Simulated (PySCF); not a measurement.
C₂H₅O, SMILES [CH2]CO, multiplicity 2. Atoms are numbered in the order given.

```xyz
8

C      1.2342     0.2327     0.0434
C     -0.0381    -0.5073     0.1640
O     -1.1609     0.2423    -0.2575
H      1.3778     0.9127    -0.7878
H      2.0811    -0.0076     0.6735
H     -0.0337    -1.3992    -0.4796
H     -0.1680    -0.8751     1.1928
H     -1.1464     1.0780     0.2170
```
Charge 0, spin multiplicity 2.

Geometry optimised at PBE0-D3(BJ)/def2-TZVP. The isomer is the one that the SMILES or the coordinates give; other isomers of the formula were not compared. One conformer was computed; it need not be the lowest.

Two levels are set side by side: PBE/pcH-1 (PySCF) and B3LYP/pcH-1 (PySCF). Contact hyperfine couplings, same geometry. Differences are taken from unrounded values.

```csv
quantity,B3LYP,PBE,PBE minus B3LYP
"A(iso) of 13C, atom C1 (MHz)",96.9,83.3,-13.6
"A(iso) of 13C, atom C2 (MHz)",-35.8,-33.8,2.0
"A(iso) of 17O, atom O3 (MHz)",-15.9,-17.2,-1.2
"A(iso) of 1H, atom H4 (MHz)",-57.5,-54.4,3.2
"A(iso) of 1H, atom H5 (MHz)",-62.9,-59.8,3.1
"A(iso) of 1H, atom H6 (MHz)",144.7,142.6,-2.0
"A(iso) of 1H, atom H7 (MHz)",52.5,55.0,2.5
"A(iso) of 1H, atom H8 (MHz)",-1.1,-0.3,0.9
```

Rough cost on one machine, each run with all the roots and properties that it gave: B3LYP against PBE within a factor of 2.
